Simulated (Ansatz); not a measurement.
Mulliken charges of Br$_{2}$H$_{4}$Si$_{2}$, SMILES `[SiH3][SiH](Br)Br` from r2SCAN/def2-TZVPP in Ansatz (PBE0-D4/def2-TZVP geometry).

```tsv
atom	x (Å)	y (Å)	z (Å)	charge (e)
Si1	-0.374	1.179	0.060	0.189
Si2	0.189	-1.086	0.018	0.409
Br3	2.074	-1.376	1.154	-0.199
Br4	0.475	-1.713	-2.093	-0.199
H5	-0.555	1.614	1.469	-0.050
H6	0.733	1.939	-0.572	-0.041
H7	-1.635	1.386	-0.699	-0.050
H8	-0.815	-2.001	0.607	-0.060
```

Q: By hand: the dipole of these point charges (1 e Å = 4.8032 D).

A: Σ q r = (-0.372, 0.284, 0.154) e Å, of length 0.493 e Å = 2.37 D.

Q: How does the dipole of the full density compare? (Best estimate.)

A: Computed: (-0.222, 0.184, 0.090) e Å, 1.45 D; the point charges give 1.63 times that, at 2° from its direction.

Point charges leave out the atoms' own dipoles, such as those of lone pairs, and Mulliken's split depends on the basis, so the two needn't agree.
